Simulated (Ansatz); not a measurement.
Gas-phase electronic energies from Ansatz, PBE0-D4/def2-TZVP geometries. CBS: MP2 limit from def2 TZ/QZ plus the TZ coupled-cluster correction, frozen cores. This one scheme is used for every species. Functionals use def2-TZVPP. One conformer a species, not always the lowest.

`PB1C[SiH2]1` + `[OH][AlH2]` → `[AlH2][O]P` + `B1C[SiH2]1`  (cleavage of the P–B bond)

```json
{"level": "PBE0-D4", "ΔE (eV)": "0.55"}
{"level": "ωB97M-V", "ΔE (eV)": "0.37"}
{"level": "r2SCAN", "ΔE (eV)": "0.53"}
{"level": "LC-ωPBE", "ΔE (eV)": "0.50"}
```

Q: What does CCSD(T)/CBS give? (Estimate.)

A: Computed: +0.44 eV. The listed levels differ from it by 0.11, -0.07, 0.09, 0.06 eV.

Q: What do rigid-rotor, harmonic-oscillator terms from PBE0-D4/def2-TZVP frequencies (298.15 K, 1 bar) make of the CCSD(T)/CBS value? (An estimate is asked.)

A: Computed: ΔZPE = -0.02 eV, ΔH = +0.42 eV, ΔS = 14 J/(mol·K), ΔG = +0.37 eV. Modes under 50 cm⁻¹ make the entropy rough.

Largest T1 diagnostic among the species: 0.017.

Leaving LDA and LC-ωPBE aside and taking each functional with its dispersion term where it has one, the values, not all of them listed here, spread over 0.24 eV, from BHLYP-D4 to PBE-D4. LDA lies +0.04 eV from PBE without D4. The D4 term adds +0.03 eV with B3LYP and +0.02 eV with PBE0; it sums over pairs of atoms, weighted by their polarisabilities, and B3LYP, whose exchange is more repulsive, gets the larger term. At CCSD(T), def2-SVP lies +0.10 eV from the extrapolated value and def2-TZVPP +0.00 eV.

B3LYP here is the variant with VWN-RPA as its local correlation; programs differ in this.
